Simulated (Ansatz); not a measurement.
C$_{3}$H$_{6}$O, triplet, geometry from GFN2-xTB (a higher spin typed on purpose: for a closed-shell molecule this is an excited state); SVWN5/pcseg-1 (Ansatz, a quantum-chemistry and plane-wave program).

Input for Ansatz:
Ansatz 0.2 input:
```yaml
crystal:
  periodic: [false, false, false]
  atoms:
    - {symbol: C, position_ang: [-1.22713005, 0.02141269, -0.69405154]}
    - {symbol: C, position_ang: [-0.02911417, 0.21941696, 0.24625267]}
    - {symbol: C, position_ang: [1.27910480, 0.20129301, -0.55801993]}
    - {symbol: O, position_ang: [-0.04578439, -0.39954827, 1.37186713]}
    - {symbol: H, position_ang: [-1.20606097, -0.96417817, -1.16962628]}
    - {symbol: H, position_ang: [-1.20262401, 0.79356714, -1.45777495]}
    - {symbol: H, position_ang: [-2.12948942, 0.10849515, -0.09514843]}
    - {symbol: H, position_ang: [2.09007661, 0.41134659, 0.13387813]}
    - {symbol: H, position_ang: [1.44992679, -0.77354963, -1.02546649]}
    - {symbol: H, position_ang: [1.22728260, 0.96796913, -1.32588623]}
basis:
  gaussian:
    orbitals: pcseg-1.json
    final_grid: {core_spheres: 6, valence_spheres: 12, degree: 29}
hamiltonian:
  xc: {name: SVWN5}
magnetization: {spin_polarized: true, initial_magnetization: 2}
```
The basis file holds pcseg-1 in the JSON format of the Basis Set Exchange.

What the program printed (banner, timings and long lists left out):

```
Functional definition: SVWN5
970 factors; their error is unknown
mean field evaluation 1: about -5195.1386 eV, gradient 4.8e1 eV
mean field evaluation 2: about -5175.2862 eV, gradient 7.5e1 eV
mean field evaluation 4: about -5206.4445 eV, gradient 3.7e0 eV
mean field evaluation 8: about -5206.5059 eV, gradient 1.1e-1 eV
mean field evaluation 16: about -5206.4444 eV, gradient 8.3e-5 eV
mean field -5206.44442227 eV, -191.3333034637 hartree, gradient 1.1e-5 eV, S^2 2.002259; 0 other end points of the search recorded, 0 dependent functions left out
reference -5206.44445313 eV, -191.3333045976 hartree; 17, 15 occupied and 69, 71 virtual orbitals, 970 factors
Total energy: -5206.44445313 eV, -191.3333045976 hartree
```
